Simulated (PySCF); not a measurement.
Compound: C₄H₉BO₃.
SMILES: `O1B(C)O[C@@H](C1)OC`

Torsions of this conformer, `[CH3:1][O:2][C@@H:3]1[CH2:4][O:5][B:6]([CH3:7])[O:8]1`: C1–O2–C3–C4 -178°.

The closed-shell ground state was solved at several levels (PySCF, density fitting, gas phase, non-relativistic). One conformer (not necessarily the lowest) at the PBE0-D3(BJ)/def2-SVP geometry, without solvent, vibrations or thermal averaging.

| level | basis functions | HOMO (eV) | LUMO (eV) | gap (eV) | dipole (D) |
| --- | --- | --- | --- | --- | --- |
| B3LYP/pcJ-1 | 306 | -7.84 | 0.94 | 8.78 | 1.77 |
| PBE0/pcSseg-1 | 181 | -8.09 | 1.22 | 9.31 | 1.75 |
| KT3/pcSseg-1 | 181 | -6.65 | 0.23 | 6.88 | 1.58 |

Q: What might CAM-B3LYP/def2-SVPD (241 basis functions) give for the same quantities?

A: HOMO -9.66 eV, LUMO 0.94 eV, gap 10.60 eV, dipole 1.69 D.

Q: Over all these levels, which gives the widest orbital gap and which the narrowest?

A: CAM-B3LYP/def2-SVPD (range-separated hybrid) has the widest, 10.60 eV, and KT3/pcSseg-1 (GGA) the narrowest, 6.88 eV. Functional and basis both differ between the two, so the spread mixes both effects.

Q: How far do the dipole and the HOMO energy spread over the levels?

A: The dipole runs from 1.58 to 1.77 D (mean 1.70 D) and the HOMO from -9.66 to -6.65 eV.
